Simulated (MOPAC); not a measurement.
MOPAC input (PM7):

```
PM7 PRECISE GNORM=0.05 LET XYZ UHF MS=0.5 GEO-OK AUX(PRECISION=9) THREADS=1
C2H7GeO

C     2.87826100 1    0.19759200 1   -0.45028500 1
C     1.47736700 1   -0.27671400 1   -0.54474000 1
O     0.60147400 1    0.30506200 1    0.32428400 1
Ge   -1.16138800 1   -0.03985500 1    0.15994800 1
H     2.93098900 1    1.28471700 1   -0.55629100 1
H     3.48740700 1   -0.25694000 1   -1.23289000 1
H     3.33498500 1   -0.05155400 1    0.51951000 1
H     1.25620600 1   -1.29437700 1   -0.86214300 1
H    -1.77989400 1    0.58667600 1    1.41271100 1
H    -1.66863300 1    0.60944400 1   -1.13817900 1
H    -1.34220600 1   -1.56838800 1    0.11481100 1
```

Output:

```
 *******************************************************************************
 **                                                                           **
 **                              MOPAC v23.2.5                                **
 **                                                                           **
 *******************************************************************************
 ** MOPAC's Digital Object Identifier: https://doi.org/10.5281/zenodo.6511958 **
 **                                                                           **
 ** Please cite the open-source release paper for use of this MOPAC version:  **
 ** J. E. Moussa and J. J. P. Stewart (2026)                                  **
 ** MOPAC: An open-source semiempirical molecular orbital program             **
 ** J. Open Source Softw., 11(119), 8025, https://doi.org/10.21105/joss.08025 **
 *******************************************************************************

                              PM7 CALCULATION RESULTS

 *******************************************************************************
 *  PM7        - The PM7 Hamiltonian to be used
 *  GEO-OK     - OVERRIDE INTERATOMIC DISTANCE AND OTHER SAFETY CHECKS
 *  UHF        - UNRESTRICTED HARTREE-FOCK CALCULATION
 *  MS=        - IN MECI, MAGNETIC COMPONENT OF SPIN =  0.5
 *  LET        - OVERRIDE SOME SAFETY CHECKS
 *  PRECISE    - TIGHTER CRITERIA TO BE USED
 *  XYZ        - CARTESIAN COORDINATE SYSTEM TO BE USED
 *  GNORM      - EXIT WHEN GRADIENT NORM DROPS BELOW 0.050
 *  AUX        - OUTPUT AUXILIARY INFORMATION
 *******************************************************************************
PM7 PRECISE GNORM=0.05 LET XYZ UHF MS=0.5 GEO-OK AUX(PRECISION=9) THREADS=1
 C2H7GeO

   ATOM   CHEMICAL          X               Y               Z
  NUMBER   SYMBOL      (ANGSTROMS)     (ANGSTROMS)     (ANGSTROMS)

     1       C          2.87826100  *   0.19759200  *  -0.45028500  *
     2       C          1.47736700  *  -0.27671400  *  -0.54474000  *
     3       O          0.60147400  *   0.30506200  *   0.32428400  *
     4      Ge         -1.16138800  *  -0.03985500  *   0.15994800  *
     5       H          2.93098900  *   1.28471700  *  -0.55629100  *
     6       H          3.48740700  *  -0.25694000  *  -1.23289000  *
     7       H          3.33498500  *  -0.05155400  *   0.51951000  *
     8       H          1.25620600  *  -1.29437700  *  -0.86214300  *
     9       H         -1.77989400  *   0.58667600  *   1.41271100  *
    10       H         -1.66863300  *   0.60944400  *  -1.13817900  *
    11       H         -1.34220600  *  -1.56838800  *   0.11481100  *

          CARTESIAN COORDINATES

    NO.       ATOM           X           Y           Z

     1         C          2.8783      0.1976     -0.4503
     2         C          1.4774     -0.2767     -0.5447
     3         O          0.6015      0.3051      0.3243
     4        Ge         -1.1614     -0.0399      0.1599
     5         H          2.9310      1.2847     -0.5563
     6         H          3.4874     -0.2569     -1.2329
     7         H          3.3350     -0.0516      0.5195
     8         H          1.2562     -1.2944     -0.8621
     9         H         -1.7799      0.5867      1.4127
    10         H         -1.6686      0.6094     -1.1382
    11         H         -1.3422     -1.5684      0.1148

[...]
     1       C          2.93185128  *   0.19879055  *  -0.41578137  *
     2       C          1.56145762  *  -0.36944517  *  -0.29082306  *
     3       O          0.61356489  *   0.36501781  *  -0.06127925  *
     4      Ge         -1.29768376  *  -0.04511188  *   0.15942038  *
     5       H          2.93995982  *   1.29585851  *  -0.29517773  *
     6       H          3.37333744  *  -0.02187562  *  -1.39965800  *
     7       H          3.61069866  *  -0.21422997  *   0.34625884  *
     8       H          1.42642494  *  -1.45231000  *  -0.40856726  *
     9       H         -1.38128071  *   0.48852568  *   1.53827204  *
    10       H         -1.73910056  *   0.83933733  *  -0.94338968  *
    11       H         -1.37796699  *  -1.50401441  *  -0.03521435  *

                             CARTESIAN COORDINATES

   1    C        2.931851277     0.198790548    -0.415781368
   2    C        1.561457616    -0.369445166    -0.290823063
   3    O        0.613564890     0.365017813    -0.061279247
   4   Ge       -1.297683762    -0.045111881     0.159420383
   5    H        2.939959823     1.295858508    -0.295177731
   6    H        3.373337439    -0.021875625    -1.399658000
   7    H        3.610698660    -0.214229973     0.346258841
   8    H        1.426424939    -1.452309999    -0.408567258
   9    H       -1.381280708     0.488525683     1.538272036
  10    H       -1.739100564     0.839337334    -0.943389680
  11    H       -1.377966986    -1.504014406    -0.035214346

           Empirical Formula: C2 H7 O Ge  =    11 atoms

      MOLECULAR POINT GROUP   :   Cs

          ALPHA EIGENVALUES
 -32.39573 -27.40254 -21.70162 -18.65568 -16.17648 -16.00093 -15.94720 -14.13847
 -14.09143 -11.91557 -11.39326 -11.38498  -7.41729  -0.23217   2.12194   2.20989
   2.91680   3.68653   4.25110   4.52637   4.81614   5.55157   5.85779

           BETA EIGENVALUES
 -31.72631 -27.15980 -21.53608 -18.13411 -16.03155 -15.86828 -15.78332 -13.99110
 -13.81568 -11.62710 -11.28070 -11.10566  -0.51612  -0.11246   2.12582   2.23427
   2.99250   4.01641   4.24360   4.52970   4.84622   5.76882   5.87283

              NET ATOMIC CHARGES AND DIPOLE CONTRIBUTIONS

  ATOM NO.   TYPE          CHARGE      No. of ELECS.   s-Pop       p-Pop
    1          C          -0.545976        4.5460     1.06310     3.48287
    2          C           0.383075        3.6169     1.14942     2.46750
    3          O          -0.356416        6.3564     1.83756     4.51886
    4         Ge          -0.347442        4.3474     0.98248     3.36497
    5          H           0.191341        0.8087     0.80866
    6          H           0.183050        0.8169     0.81695
    7          H           0.183676        0.8163     0.81632
    8          H           0.125885        0.8741     0.87412
    9          H           0.071300        0.9287     0.92870
   10          H           0.071744        0.9283     0.92826
   11          H           0.039763        0.9602     0.96024
 DIPOLE           X         Y         Z       TOTAL
 POINT-CHG.     4.680    -1.477    -0.854     4.981
 HYBRID        -0.087     0.161     0.034     0.186
 SUM            4.593    -1.316    -0.820     4.847

          ATOMIC ORBITAL ELECTRON POPULATIONS

     Atom    s        px        py        pz
    1  C   1.06310   1.08008   1.20948   1.19331
    2  C   1.14942   0.86438   0.97517   0.62795
    3  O   1.83756   1.43046   1.67035   1.41804
    4 Ge   0.98248   1.17454   1.08133   1.10910
    5  H   0.80866
    6  H   0.81695
    7  H   0.81632
    8  H   0.87412
    9  H   0.92870
   10  H   0.92826
   11  H   0.96024

                    (SZ)    =    0.500000
                    (S**2)  =    0.762088

          ATOMIC ORBITAL SPIN POPULATIONS

    Atom   Total    s     px     py     pz
         Atomic
    1  C  0.0232  0.004  0.018  0.000  0.000
    2  C -0.0433  0.001 -0.002  0.007 -0.049
    3  O  0.2344  0.071  0.030  0.080  0.053
    4 Ge  0.8994  0.042  0.753  0.051  0.054
    5  H  0.0002  0.000
    6  H -0.0014 -0.001
    7  H -0.0016 -0.002
    8  H -0.0015 -0.001
    9  H -0.0355 -0.035
   10  H -0.0355 -0.035
   11  H -0.0383 -0.038

 **********************
 *                    *
 * JOB ENDED NORMALLY *
 *                    *
 **********************

 == MOPAC DONE ==
```

The geometry given is a B3LYP-D3(BJ)/def2-TZVP minimum.
